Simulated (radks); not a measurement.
All-electron atom: Cs2.375+ in [Kr] 4d10 5s(up 1, down 0.625) 5p5 (fractional occupations, a model configuration).

Calculated with a radial shooting solver on a logarithmic mesh with Libxc functionals: scalar-relativistic Kohn-Sham, PBE, spin-polarised, spherical densities, point nucleus; open shells are filled with parallel spins first (spin-orbit coupling, left out, can overturn this in heavy ions).

Energy parts (hartree):
| part | energy |
|---|---|
| total | -7785.3157 |
| kinetic | 8203.0644 |
| electron-nucleus | -18798.1925 |
| Hartree | 3001.1478 |
| exchange-correlation | -191.3354 |

Orbitals (lengths in bohr, moments of r in powers of bohr; r(90%) holds 90 % of the orbital's charge):
orbital   occ.  eigenvalue (hartree)      <r^4>  r(90%)
1s up        1             -1316.462  2.245e-06  0.0470
1s down      1             -1316.459  2.245e-06  0.0470
2s up        1             -207.1943  0.0003777   0.173
2s down      1             -207.1928  0.0003777   0.173
2p up        3             -185.9424  0.0002743   0.160
2p down      3             -185.9401  0.0002743   0.160
3s up        1             -43.72548    0.01583   0.439
3s down      1             -43.72295    0.01583   0.439
3p up        3             -36.88731    0.01659   0.445
3p down      3             -36.88452    0.01658   0.445
3d up        5             -26.85332    0.01417   0.429
3d down      5             -26.85066    0.01417   0.429
4s up        1              -8.91222     0.4333   0.999
4s down      1              -8.90657     0.4326   0.999
4p up        3              -6.72541     0.5824    1.08
4p down      3              -6.71945     0.5802    1.08
4d up        5              -3.54225      1.096    1.26
4d down      5              -3.53360      1.081    1.26
5s up        1              -1.75017      14.92    2.42
5s down  0.625              -1.70780      15.07    2.43
5p up        3              -1.23062      27.38    2.82
5p down      2              -1.18889      28.36    2.85

The highest occupied level is 5p down at -32.351 eV. The density falls to 0.001 e/bohr^3 at r = 3.74 bohr. Summed over all electrons, <r^2> = 41.43 bohr^2, which gives a Langevin (diamagnetic) susceptibility term of -32.8 x 10^-6 cm^3/mol. Spin moment in Bohr magnetons: 1.375.
